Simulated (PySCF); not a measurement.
# Vertical excitation energies

Species: C8H8F2O.
Numbering: `[CH2:1]=[C:2]1[CH:3]=[C:4]([CH2:5][O:6][CH3:7])[C:8]([F:9])=[C:10]1[F:11]` (hydrogens: H12, H13 on C1; H14 on C3; H15, H16 on C5; H17, H18, H19 on C7)

Computed with TDDFT B3LYP/def2-SVPD, vertical, gas phase, core orbitals frozen in the response in PySCF 2.14.0, density-fitted response routines. Isolated species at its PBE0-D3(BJ)/def2-SVP geometry (one conformer only). Torsions of this conformer, `[CH2:1]=[C:2]1[CH:3]=[C:4]([CH2:5][O:6][CH3:7])[C:8]([F:9])=[C:10]1[F:11]`: C3–C4–C5–O6 -1°, C4–C5–O6–C7 179°.

Question: List the vertical singlet excitations with oscillator strengths and describe the spectrum.

Answer: 

```
state  E (eV)  ν̃ (cm⁻¹)       f  main configurations (H = HOMO, L = LUMO)
   S1    3.08      24810  0.0048                                 H→L (99%)
   S2    4.65      37470   0.102                  H-1→L (51%), H-2→L (48%)
   S3    5.27      42530   0.337                  H-2→L (49%), H-1→L (41%)
   S4    5.37      43300  0.0019                               H→L+1 (91%)
   S5    5.97      48130  0.0008                               H→L+2 (85%)
   S6    6.07      48930  0.0003                               H-4→L (90%)
   S7    6.22      50170  0.0048                               H→L+3 (96%)
   S8    6.31      50910  0.0006                               H-3→L (90%)
   S9    6.57      52960  0.0082                             H-1→L+1 (93%)
  S10    6.73      54290  0.0046                               H→L+4 (89%)
```

Triplets, Tamm–Dancoff:

| state | E (eV) | λ (nm) | main configurations (H = HOMO, L = LUMO) |
| --- | --- | --- | --- |
| T1 | 2.15 | 575.5 | H→L (97%) |
| T2 | 2.98 | 416.0 | H-1→L (83%), H-2→L (14%) |
| T3 | 4.65 | 266.7 | H-2→L (84%), H-1→L (14%) |
| T4 | 5.17 | 239.6 | H→L+1 (82%), H→L+2 (12%) |

The lowest singlet lies at 3.08 eV (403 nm, visible) and is very weak; its leading configuration is HOMO→LUMO (99%). The most intense listed level is S3 at 5.27 eV (235 nm, f = 0.337), 2.20 eV above S1. Löwdin shares by element: HOMO carbon 75% or more (atoms not listed hold the other 25%); LUMO carbon 65% or more (atoms not listed hold the other 35%). Orbital energies (eV): HOMO-3 -9.30, HOMO-2 -7.75, HOMO-1 -7.26, HOMO -6.15, LUMO -2.26, LUMO+1 0.15, LUMO+2 0.51. The listed states span 3.66 eV, and the widest gap between neighbours is 1.57 eV (S1 to S2). Weighted by f, the mean energy of these states is 5.16 eV. S1 lies in the visible range (380 to 750 nm), at 403 nm, f = 0.0048; light of that wavelength is violet, and its complementary colour is yellow-green; a Tamm–Dancoff triplet lies at 576 nm, without intensity as long as spin–orbit coupling is left out. The window holds the lowest 10 singlets.
